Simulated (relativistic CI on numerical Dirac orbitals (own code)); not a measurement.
**Sc³⁺ in a cubic cluster: 2p photoemission with charge transfer**

Computed with a charge-transfer multiplet model of a cubic metal-ligand cluster with up to 2 ligand holes, Slater and spin-orbit integrals from Dirac-Coulomb-Breit ions, Slater integrals scaled by 0.8. The ground state mixes d0 with configurations of k ligand holes L, whose averages lie at kΔ + k(k − 1)U_dd/2; a core hole lowers each added d electron by U_cd. 300 K, Lorentzian 0.6 eV and Gaussian 0.8 eV FWHM.

Atomic integrals in eV (Slater integrals scaled, ζ unscaled), ground: F2dd 4.710, F4dd 2.885, zeta_d 0.005; with the core hole: F2dd 4.710, F4dd 2.885, zeta_d 0.020, zeta_core 3.003, F2cd 4.113, G1cd 2.955, G3cd 1.675. Where a configuration has fewer than two d electrons, the dd integrals are those of d2.

Cluster parameters (eV): Δ = 3, U_dd = 5.1, U_cd = 6.1, 10Dq(ligand) = 1.5, V(eg) = 2.6, V(t2g) = -1.4, final-state hopping factor = 0.8.

| Case | n_d | d0 | d1L | d2L2 | S |
| --- | --- | --- | --- | --- | --- |
| 10Dq = 0.35 eV | 0.71 | 0.40 | 0.49 | 0.11 | 0.00 |
| 10Dq = 0.65 eV | 0.70 | 0.41 | 0.49 | 0.11 | 0.00 |
| 10Dq = 0.95 eV | 0.69 | 0.41 | 0.48 | 0.11 | 0.00 |

Weights, n_d and S are thermal averages at 300 K. Binding energies count from the first peak over 30 % of the highest in each spectrum, which can be another peak from case to case. The parameters are a model scan and need not match a compound or its usual spin state. Peaks in eV (height, largest 100):
- 10Dq = 0.35 eV: 0.0 (100), 4.8 (37), 10.0 (11), 14.7 (5)
- 10Dq = 0.65 eV: 0.0 (100), 4.9 (38), 10.0 (11), 14.7 (5)
- 10Dq = 0.95 eV: 0.0 (100), 4.9 (38), 10.0 (11), 14.6 (6)

Curve for 10Dq = 0.65 eV (points under 2 left out, the grid thinned):

```json
{"E (eV)": "-2.8", "Intensity": "2.1"}
{"E (eV)": "-2.4", "Intensity": "2.8"}
{"E (eV)": "-2.0", "Intensity": "4.1"}
{"E (eV)": "-1.7", "Intensity": "5.7"}
{"E (eV)": "-1.3", "Intensity": "10.4"}
{"E (eV)": "-0.9", "Intensity": "23.8"}
{"E (eV)": "-0.5", "Intensity": "58.7"}
{"E (eV)": "-0.2", "Intensity": "91.0"}
{"E (eV)": "0.2", "Intensity": "92.2"}
{"E (eV)": "0.6", "Intensity": "49.5"}
{"E (eV)": "1.0", "Intensity": "20.2"}
{"E (eV)": "1.4", "Intensity": "10.2"}
{"E (eV)": "1.7", "Intensity": "7.7"}
{"E (eV)": "2.1", "Intensity": "6.8"}
{"E (eV)": "2.5", "Intensity": "7.3"}
{"E (eV)": "2.9", "Intensity": "9.8"}
{"E (eV)": "3.2", "Intensity": "13.0"}
{"E (eV)": "3.6", "Intensity": "16.6"}
{"E (eV)": "4.0", "Intensity": "19.9"}
{"E (eV)": "4.4", "Intensity": "29.2"}
{"E (eV)": "4.7", "Intensity": "36.6"}
{"E (eV)": "5.1", "Intensity": "35.0"}
{"E (eV)": "5.5", "Intensity": "22.0"}
{"E (eV)": "5.9", "Intensity": "10.8"}
{"E (eV)": "6.3", "Intensity": "5.8"}
{"E (eV)": "6.6", "Intensity": "4.0"}
{"E (eV)": "7.0", "Intensity": "3.0"}
{"E (eV)": "7.4", "Intensity": "2.9"}
{"E (eV)": "7.8", "Intensity": "3.2"}
{"E (eV)": "8.1", "Intensity": "3.5"}
{"E (eV)": "8.5", "Intensity": "4.4"}
{"E (eV)": "8.9", "Intensity": "5.7"}
{"E (eV)": "9.3", "Intensity": "7.6"}
{"E (eV)": "9.6", "Intensity": "9.5"}
{"E (eV)": "10.0", "Intensity": "10.9"}
{"E (eV)": "10.4", "Intensity": "9.1"}
{"E (eV)": "10.8", "Intensity": "5.7"}
{"E (eV)": "11.2", "Intensity": "3.1"}
{"E (eV)": "11.5", "Intensity": "2.1"}
{"E (eV)": "13.7", "Intensity": "2.7"}
{"E (eV)": "14.1", "Intensity": "3.9"}
{"E (eV)": "14.5", "Intensity": "5.3"}
{"E (eV)": "14.8", "Intensity": "5.4"}
{"E (eV)": "15.2", "Intensity": "4.1"}
{"E (eV)": "15.6", "Intensity": "2.3"}
```

A d0 ion has no d-d gap: its lowest excitations are ligand-to-metal charge transfer. With the core hole the average of the configuration with one ligand hole lies at Δ − U_cd = -3.1 eV before mixing: the effective hopping of about 4.7 eV (from the holes of the mixed ground state) is comparable with this gap or larger, so the configurations mix strongly.

With at most 2 ligand holes the space is cut while the next configuration still counts, so covalency is underestimated, and a final configuration with one more ligand hole, which can lie low, is missing from the spectra.
